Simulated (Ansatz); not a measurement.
This Ansatz (a program for electronic structure) input (MP2/aug-pcseg-3) gives -99.63069 Eh with 85 basis functions.

Ansatz 0.2 input:
```yaml
crystal:
  periodic: [false, false, false]
  atoms:
    - {symbol: F, position_ang: [0.00000000, 0.00000000, 0.00000000]}
basis:
  gaussian:
    orbitals: aug-pcseg-3
magnetization: {spin_polarized: true, initial_magnetization: 1}
correlation: {method: mp2, electrons: outside_noble_gas}
scf: {lower_state_search: full}
```

Change:
```diff
- orbitals: aug-pcseg-3
+ orbitals: cc-pV5Z
```

### Question
What does the run give now?

### Answer
-99.64673 Eh (MP2/cc-pV5Z, 91 functions), a change of -16.04 mEh.
